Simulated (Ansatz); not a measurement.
`F[SiH]([SiH3])P` + `OC=S` → `F[SiH]([SiH3])OC=S` + PH₃  (cleavage of the Si–P bond)

Gas-phase electronic energies from Ansatz, PBE0-D4/def2-TZVP geometries. CCSD(T)/CBS adds triple-zeta CCSD(T) − MP2 to the extrapolated MP2 energy (def2 sets, frozen cores). This one scheme is used for every species. Functionals use def2-TZVPP. One conformer a species, not always the lowest.

**Question.** Is it downhill or uphill in electronic energy at CCSD(T)/CBS, and by how much? (Estimate.)

**Answer.** Computed: Downhill: ΔE = -0.74 eV.

**Question.** What do these levels give: revPBE-D4, r2SCANh-D4, BHLYP-D4, PBE-QIDH, MP2/def2-SVP, MP2/CBS(def2)? (Best estimate.)

**Answer.** The calculation gave: revPBE-D4 -0.53, r2SCANh-D4 -0.67, BHLYP-D4 -0.82, PBE-QIDH -0.68, MP2/def2-SVP -0.78, MP2/CBS(def2) -0.74 eV.

Largest T1 diagnostic among the species: 0.018.

At CCSD(T), def2-SVP lies −0.03 eV from the extrapolated value and def2-TZVPP −0.04 eV. Leaving LDA and LC-ωPBE aside and taking each functional with its dispersion term where it has one, the values, not all of them listed here, spread over 0.30 eV, from BHLYP-D4 to PBE-D4. LDA lies −0.06 eV from PBE without D4.
